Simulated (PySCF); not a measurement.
A structure optimised at PBE-D3(BJ)/def2-SVP, used in a PySCF frequency run:

```
In
F 1 1.9819
Se 1 2.5251 2 115.48
H 3 1.4873 1 89.79 2 180.00
Se 1 2.5275 2 114.23 3 180.00
H 5 1.4873 1 88.61 2 0.00
```

Question: Write its SMILES, formula and point group.

Answer: [F][In]([SeH])[SeH], FH2InSe2, Cs

Question: What are its rotational constants (standard atomic weights)?

Answer: 2.5384, 0.60080, 0.48581 GHz
